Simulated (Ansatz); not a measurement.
Steps of a relaxation of CH5FSeSi (`FC([SiH3])[SeH]`) with RKS PBE0-D4/def2-TZVP.

```sh
$ ansatz run in.yaml --threads 4 --pin off --events-out ev --progress --plain --max-ram 10444MiB
```

```yaml
crystal:
  periodic: [false, false, false]
  atoms:
    - {symbol: F, position_ang: [-0.534819, 0.257216, -1.854006]}
    - {symbol: C, position_ang: [-0.114804, 0.691024, -0.602093]}
    - {symbol: Si, position_ang: [0.812107, -0.726707, 0.293249]}
    - {symbol: Se, position_ang: [-1.600905, 1.389888, 0.489975]}
    - {symbol: H, position_ang: [0.536907, 1.585565, -0.731334]}
    - {symbol: H, position_ang: [1.441178, -0.200238, 1.550926]}
    - {symbol: H, position_ang: [1.874868, -1.287016, -0.612188]}
    - {symbol: H, position_ang: [-0.186367, -1.802052, 0.617288]}
    - {symbol: H, position_ang: [-2.139765, 0.045920, 0.830982]}
basis:
  gaussian: {orbitals: def2-TZVP}
hamiltonian: {xc: pbe0, dispersion: d4}
relax: {f_tol: 0.005, max_steps: 150}
```

Positions (Å) and forces (eV/Å) along the path, 7 of 7 steps:

```xyz
9
step=1 energy=-77049.0483 eV
F    -0.535    0.257   -1.854    0.071    0.215    0.311
C    -0.115    0.691   -0.602    0.194    0.271    0.155
Si    0.812   -0.727    0.293   -0.040   -0.060    0.008
Se   -1.601    1.390    0.490    0.194   -0.558   -0.232
H     0.537    1.586   -0.731   -0.368   -0.502   -0.029
H     1.441   -0.200    1.551   -0.156   -0.077   -0.286
H     1.875   -1.287   -0.612   -0.227    0.140    0.182
H    -0.186   -1.802    0.617    0.208    0.238   -0.055
H    -2.140    0.046    0.831    0.125    0.333   -0.054
9
step=2 energy=-77049.0784 eV
F    -0.537    0.276   -1.846    0.066    0.033    0.011
C    -0.103    0.689   -0.597   -0.046    0.032    0.088
Si    0.803   -0.729    0.293    0.000    0.063   -0.038
Se   -1.585    1.364    0.480    0.065   -0.044   -0.041
H     0.541    1.571   -0.732   -0.105   -0.160    0.026
H     1.419   -0.188    1.534   -0.030   -0.030   -0.067
H     1.858   -1.277   -0.605   -0.052    0.007    0.056
H    -0.190   -1.789    0.622    0.052    0.061   -0.022
H    -2.118    0.037    0.834    0.051    0.039   -0.013
9
step=3 energy=-77049.0813 eV
F    -0.525    0.283   -1.853   -0.018   -0.006   -0.013
C    -0.112    0.684   -0.595    0.016    0.034    0.015
Si    0.799   -0.726    0.290   -0.025    0.025   -0.012
Se   -1.585    1.363    0.475    0.006   -0.039   -0.028
H     0.532    1.559   -0.718    0.048    0.024   -0.013
H     1.413   -0.183    1.524    0.010    0.008    0.018
H     1.851   -1.281   -0.600    0.010   -0.007   -0.015
H    -0.190   -1.780    0.621   -0.016   -0.027    0.013
H    -2.094    0.034    0.838   -0.033   -0.012    0.035
9
step=4 energy=-77049.0819 eV
F    -0.522    0.286   -1.856   -0.008    0.001   -0.014
C    -0.109    0.686   -0.597   -0.005   -0.014    0.019
Si    0.798   -0.725    0.289   -0.004    0.000   -0.003
Se   -1.587    1.357    0.473   -0.003    0.014   -0.017
H     0.537    1.560   -0.719    0.009    0.020    0.003
H     1.413   -0.181    1.523    0.006    0.004    0.008
H     1.849   -1.282   -0.601    0.006   -0.005   -0.008
H    -0.191   -1.779    0.623   -0.008   -0.009    0.005
H    -2.100    0.032    0.847    0.008   -0.012    0.006
9
step=5 energy=-77049.0822 eV
F    -0.513    0.290   -1.862   -0.004   -0.004   -0.006
C    -0.109    0.687   -0.599   -0.007    0.015    0.010
Si    0.794   -0.725    0.289    0.003   -0.008    0.000
Se   -1.594    1.354    0.463    0.001   -0.003   -0.006
H     0.536    1.565   -0.716    0.005   -0.006    0.002
H     1.412   -0.181    1.523    0.000    0.002    0.003
H     1.844   -1.285   -0.601   -0.001   -0.001   -0.002
H    -0.197   -1.778    0.625    0.001    0.006   -0.001
H    -2.086    0.027    0.861    0.001   -0.001    0.000
9
step=6 energy=-77049.0822 eV
F    -0.512    0.290   -1.862    0.003    0.004    0.004
C    -0.108    0.688   -0.598   -0.003   -0.002    0.003
Si    0.795   -0.725    0.289   -0.004    0.000   -0.002
Se   -1.595    1.353    0.461   -0.002    0.002   -0.001
H     0.537    1.565   -0.714    0.002   -0.001   -0.005
H     1.414   -0.181    1.522    0.002    0.000    0.000
H     1.842   -1.287   -0.603    0.001    0.000    0.001
H    -0.198   -1.775    0.627    0.002    0.000    0.001
H    -2.085    0.025    0.860    0.001   -0.002    0.000
9
step=7 energy=-77049.0822 eV
F    -0.511    0.291   -1.862   -0.001    0.000    0.000
C    -0.109    0.688   -0.598    0.002    0.004   -0.002
Si    0.794   -0.725    0.289    0.001    0.000    0.001
Se   -1.596    1.352    0.461    0.000    0.001    0.000
H     0.537    1.565   -0.713   -0.002   -0.004    0.001
H     1.415   -0.180    1.521    0.000    0.000    0.000
H     1.841   -1.288   -0.603    0.000    0.001    0.000
H    -0.198   -1.775    0.629    0.000    0.000    0.000
H    -2.085    0.024    0.860    0.000   -0.001    0.000
```

It took 25 s on 4 threads of an Arm Neoverse V1 on a shared host, with 0.47 GiB of host memory at the peak.
